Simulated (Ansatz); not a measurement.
Ag6Sb⁺. The state is a singlet with charge 1. Geometry r2SCAN-D4/def2-SVP, basis def2-TZVP, Ansatz.

```xyz
7

Sb   -0.3791   -1.3826    1.6053
Ag   -1.2839    0.9266    2.5799
Ag   -2.0588   -1.0460   -0.4501
Ag   -0.2159    1.1198    0.0681
Ag    0.1663   -0.4322   -2.1555
Ag    1.9636    1.4819   -1.7584
Ag    1.8077   -0.6675    0.1107
```

```tsv
run	HOMO (eV)	LUMO (eV)
A	-8.92	-6.67
B	-8.81	-7.82
C	-8.44	-7.29
D	-8.46	-7.45
E	-10.43	-4.91
```

In the def2 sets Ag, Sb take a core potential; there is no spin–orbit coupling. No other spin state of charge 1 was run. Another isomer (singlet) lies 0.16 eV lower at PBE0-D4/def2-TZVP; other spin states weren't run for this one.

Q: The runs used LDA (SPW92), PBE, PBE0, r2SCAN, ωB97X-V. Estimate which is which.

A: A PBE0 (25 % exact exchange); B LDA (SPW92) (0 % exact exchange); C r2SCAN (0 % exact exchange); D PBE (0 % exact exchange); E ωB97X-V (range-separated). Exact exchange lowers occupied and raises empty levels; among semilocal functionals meta-GGAs tend to open the gap a little, and such runs are hard to tell apart. The gap grows from 0.99 eV (LDA (SPW92)) to 5.52 eV (ωB97X-V). The restricted singlet is unstable towards broken spin symmetry in Hartree–Fock (as tested in another run); at PBE0-D4/def2-TZVP, LDA (SPW92)/def2-TZVP, r2SCAN-D4/def2-TZVP, ωB97X-V/def2-TZVP this wasn't settled.
